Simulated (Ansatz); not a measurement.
One change: `NCC(O)=S` becomes `O[C](=S)[InH][F]`.

Ansatz, PBE0-D4/def2-TZVP geometries, multiplicity 1. Each molecule was computed in one conformer, which needn't be the lowest.

Elements past krypton have def2 core potentials.

```
                                        property  `NCC(O)=S`
  size of the dipole moment (PBE/def2-TZVPP) / D        2.01
           LUMO energy (ωB97M-V/def2-TZVPP) / eV        0.66
size of the dipole moment (B3LYP/def2-TZVPP) / D        1.94
             HOMO energy (B3LYP/def2-TZVPP) / eV       -6.43
             LUMO energy (B3LYP/def2-TZVPP) / eV       -1.73
               HOMO energy (PBE/def2-TZVPP) / eV       -5.38
```

Problem. Give the same properties after the change, and the shifts. (An estimate is asked.)

Solution. Ansatz gave: 
```tsv
property	`O[C](=S)[InH][F]`	shift
size of the dipole moment (PBE/def2-TZVPP) / D	3.04	1.03
LUMO energy (ωB97M-V/def2-TZVPP) / eV	-0.96	-1.62
size of the dipole moment (B3LYP/def2-TZVPP) / D	3.43	1.49
HOMO energy (B3LYP/def2-TZVPP) / eV	-6.32	0.11
LUMO energy (B3LYP/def2-TZVPP) / eV	-2.93	-1.20
HOMO energy (PBE/def2-TZVPP) / eV	-5.43	-0.05
```

With PBE0 the HOMO rises by 0.15 eV and the LUMO falls by 1.17 eV, so the gap narrows by about 1.32 eV. PBE moves the HOMO by -0.05 eV and ωB97M-V by 0.30 eV. Dipoles are sizes alone; their direction can turn.

B3LYP here is the variant with VWN-RPA as its local correlation; programs differ in this.
